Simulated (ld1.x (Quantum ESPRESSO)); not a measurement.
**titanium: one change to an RRKJ potential, before and after**

```
Element                 : titanium (Ti)
Generator               : ld1.x (Quantum ESPRESSO) 7.5
Type                    : norm-conserving RRKJ (Kleinman–Bylander form)
Functional              : PBEsol
Relativity              : scalar-relativistic
Frozen core             : [Ne] 3s2
Valence charge          : 10
Reference configuration : 3p6 3d2 4s0 4p0 (charge +2)
Partial waves           : 3p (bound): rc 1.80 bohr; 3d (bound): rc 2.25 bohr; 4s (bound, empty): rc 2.05 bohr
Local potential         : the s channel
Core correction         : none
rho0                    : 0.01
```

All-electron outer shells of the reference configuration (PBEsol, scalar-relativistic, ld1.x):

```tsv
shell	level (eV)	outermost node (bohr)	outermost maximum (bohr)
3s	-78.33	0.40	0.87
3p	-54.64	0.37	0.90
3d	-19.62	–	0.97
4s	-16.65	1.23	2.58
4p	-12.19	1.35	3.07
```

Change: core correction a·sin(br)/r model core inside 1.94 bohr.

Cutoffs: the cutoffs (Ry, on a coarse ladder) from which the occupation-weighted sum of valence levels, in a spherical-Bessel basis at the reference potential, stays within 10 and 1 mRy of its value at 400 Ry; they do not see the model core or the augmentation charge, which bear on the density cutoff. Errors are all-electron minus pseudo energies relative to the spin-unpolarised reference configuration.

Problem. How do hardness, ghosts and transferability respond?

Solution. The potential gets neither clearly harder nor softer (35 Ry and 45 Ry → 35 Ry and 45 Ry); of the 7 tests that both files solve, the error grows in 1 and shrinks in 3 by more than 15 % and 0.3 meV (median size 60.5 → 55.3 meV); neither file shows a bound ghost at the reference potential, the only one tested. A model core, the more so a compact one, raises the density cutoff, which this test does not measure.

```csv
quantity,base,changed
"cutoff, loose",35 Ry,35 Ry
"cutoff, tight",45 Ry,45 Ry
bound ghosts,none,none
"error for 3p6 3d2 4s2 4p0, meV [ΔE -20.83 eV]",+61,+17
"error for 3p6 3d2 4s1 4p0, meV [ΔE -13.47 eV]",+22,+2.1
"error for 3p6 3d1 4s0 4p0, meV [ΔE 26.90 eV]",+150,+130
"error for 3p6 3d2 4s1.5 4p0, meV [ΔE -17.89 eV]",+41,+8.4
"error for 3p6 3d1 4s2 4p1, meV [ΔE -16.13 eV]",-524,-582
"error for 3p6 3d3 4s0 4p0, meV [ΔE -13.47 eV]",-41,-55
"error for 3p6 3d0 4s0 4p0, meV [ΔE 70.14 eV]",+1266,+1176
s: phases at 2.44 bohr within 0.05 rad from the reference energy up to (Ry; the scan ends near 5),-0.7,-0.7
p: phases at 2.44 bohr within 0.05 rad from the reference energy up to (Ry; the scan ends near 5),-2.2,-2.2
d: phases at 2.44 bohr within 0.05 rad from the reference energy up to (Ry; the scan ends near 5),-0.6,-0.6
```

Base: These tests converged, but a pseudo level misses the all-electron one widely, so the file describes the atom poorly there or has found another state: 3p6 3d1 4s0 4p0: empty 4p by 2.2 eV; 3p6 3d0 4s0 4p0: empty 4p by 3.9 eV (a node warning on the way). Changed file: These tests converged, but a pseudo level misses the all-electron one widely, so the file describes the atom poorly there or has found another state: 3p6 3d1 4s0 4p0: empty 4p by 2.2 eV; 3p6 3d0 4s0 4p0: empty 4p by 3.8 eV.
